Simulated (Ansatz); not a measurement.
Born–Oppenheimer molecular dynamics of AlCl$_{2}$H$_{4}$N (8 atoms, charge 0, multiplicity 1). It starts at the highest image of a converged band. Of that band: Neighbouring images differ by up to 1.6 eV, so the band resolves the path poorly. A vibrational analysis at the climbing image gives one clearly imaginary mode, 1833i cm⁻¹: a first-order saddle point.

All numbers below come from Ansatz, RHF/6-31G*.

| Quantity | Value |
| --- | --- |
| ensemble | NVE (velocity Verlet) |
| time step | 0.5 fs |
| steps asked | 200 |
| starting velocities drawn for | 100 K |
| seed | 5378 |

First frame:

```xyz
8
Properties=species:S:1:pos:R:3
Al 0.032 -0.420 -0.063
H -0.153 0.047 1.656
Cl 1.871 0.321 -0.761
Cl -1.760 -0.006 -1.080
N 0.112 -2.068 0.824
H -0.651 -2.719 0.797
H 0.980 -2.562 0.921
H -0.062 -0.939 1.659
```

Task: How far do the bonds stretch over the last three quarters of this one trajectory? (Pairs bonded in most of those frames.)

Result: 
| bond | mean (Å) | spread (Å) | shortest | longest |
| --- | --- | --- | --- | --- |
| Al1–H2 | 1.591 | 0.078 | 1.46 | 1.70 |
| Al1–Cl3 | 2.145 | 0.088 | 2.00 | 2.27 |
| Al1–Cl4 | 2.142 | 0.079 | 2.01 | 2.25 |
| N5–H6 | 1.012 | 0.019 | 0.98 | 1.05 |
| N5–H7 | 1.010 | 0.014 | 0.98 | 1.04 |
| N5–H8 | 1.044 | 0.112 | 0.87 | 1.20 |

Mean temperature of the second half: 1459 K. The conserved energy stayed within 2.1 meV per atom of its start (net change -0.97 meV per atom), so the integration is sound. The kinetic energy rose, since the run started high on the potential surface and went downhill. A run of 0.1 ps of so small a system gives no equilibrium averages. The orbitals stay closed-shell, which can raise the energy where a bond breaks towards radicals; this wasn't checked here.

Run time: 5.4 min on 1 thread of Arm Neoverse V1, on a shared host, peak memory 0.15 GiB.
